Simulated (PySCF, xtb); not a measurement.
C2H4FNOSi, SMILES O=C/N=C/[SiH2]F. The values are those of a single conformer.

Harmonic wavenumbers (cm⁻¹) from GFN2-xTB (xtb 6.7.1) at its own minimum, in rising order: 30, 94, 110, 194, 226, 316, 482, 547, 616, 707, 713, 746, 825, 841, 912, 1064, 1297, 1345, 1731, 1815, 2359, 2377, 2689, 2848.

What does PySCF with B3LYP-D3(BJ)/def2-SVP give at its own minimum? (Estimate from the structure and the level; the computed values follow.)

32, 83, 130, 144, 286, 336, 556, 698, 728, 764, 864, 920, 959, 970, 1030, 1061, 1329, 1392, 1717, 1816, 2260, 2272, 2965, 2994. Paired by order, the mean absolute difference is 83 cm⁻¹ and the zero-point energies are 35.6 and 37.6 kcal/mol.
